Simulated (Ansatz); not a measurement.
Name a neutral molecule of B, Cl, Ga, O and H with size of the dipole moment (ωB97M-V/def2-TZVPP) between 1.20 and 1.50 D and LUMO energy (B3LYP/def2-TZVPP) between -2.15 and -1.85 eV (Ansatz, PBE0-D4/def2-TZVP geometry).

`O[B](Cl)[GaH2]` (1.46 D, -2.02 eV). Other molecules can fit too; these were computed, each in one conformer that needn't be the lowest.

B3LYP here is the variant with VWN-RPA as its local correlation; programs differ in this.
